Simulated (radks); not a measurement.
The numbers below are computed, except where a source is named.
How relativity changes the ionisation of neutral caesium ([Xe] 6s1) to Cs+ ([Xe]). Spin-unpolarised spherical Kohn-Sham, PBE, point nucleus unless stated (finite: rms radius 4.8041 fm), a radial shooting solver on a logarithmic mesh with Libxc functionals. A level marked "c x" has the speed of light scaled by that factor.

| level | E(Cs) (hartree) | E(Cs+) (hartree) | IE (eV) | HOMO | <r> HOMO (bohr) |
|---|---|---|---|---|---|
| non-rel. | -7556.0572 | -7555.9206 | 3.717 | 6s | 5.900 |
| scalar-rel. | -7786.9304 | -7786.7884 | 3.863 | 6s | 5.689 |
| scalar-rel., finite nucleus | -7786.6344 | -7786.4924 | 3.863 | 6s | 5.689 |
| Dirac | -7790.2757 | -7790.1338 | 3.863 | 6s1/2 | 5.690 |
| Dirac, finite nucleus | -7789.9785 | -7789.8366 | 3.863 | 6s1/2 | 5.690 |
| Dirac, c x 0.75 | -8003.2109 | -8003.0635 | 4.010 | 6s1/2 | 5.498 |
| Dirac, c x 1.5 | -7655.4616 | -7655.3228 | 3.777 | 6s1/2 | 5.811 |
| Dirac, c x 100 | -7556.0788 | -7555.9422 | 3.717 | 6s1/2 | 5.900 |

NIST Atomic Spectra Database: 3.894 eV (measured). The relativistic part of the total energy of Cs is -233.9 hartree (Dirac, finite nucleus), 3.1 % of the non-relativistic value. Spin polarisation and multiplet splitting of open shells are left out at every level.

Beside tabulated values, note that relativity, absent from the non-relativistic runs, is large for the heavy elements, and spin-unpolarised runs miss the spin-polarisation part of the exchange energy of open shells.
